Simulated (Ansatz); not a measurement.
Frontier orbitals of C2H8BGaOSi, SMILES `B/C=C\O[SiH2][GaH2]`.

```csv
atom,x (Å),y (Å),z (Å)
B1,-2.813,-1.208,-0.366
C2,-1.748,-1.009,0.699
C3,-0.545,-0.440,0.484
O4,-0.144,0.041,-0.690
Si5,1.394,0.566,-1.097
Ga6,2.627,1.557,0.739
H7,-3.858,-1.721,-0.083
H8,-2.626,-0.859,-1.495
H9,-1.904,-1.326,1.726
H10,0.181,-0.330,1.295
H11,2.145,-0.593,-1.659
H12,1.173,1.539,-2.197
H13,4.021,2.211,0.426
H14,2.097,1.570,2.217
```

Total charge 0; spin multiplicity 1. Correlated methods include outer-core shells of Ga, which these sets cover unevenly. Scalar relativity is left out up to krypton. All single points use the PBE0-D4/def2-TZVP geometry. It is one conformer, not always the lowest. Basis def2-TZVPP, Ansatz.

Orbital energies of one run (eV). Highest occupied ones, from the top: -6.18, -6.78, -7.24, -7.58, -7.79, -8.58, -8.90, -10.35, -10.57, -10.99, -11.66, -12.15, -13.99, -15.28. Empty: -3.22, -2.48, -1.27, -0.44, 0.56, 0.58.

Q: Which functional gave them?
A. PBE0
B. revPBE
C. ωB97X-V
D. ωB97M-V

A: B. HOMO energies: revPBE -6.18, PBE0 -7.29, ωB97M-V -9.42, ωB97X-V -9.50 eV.
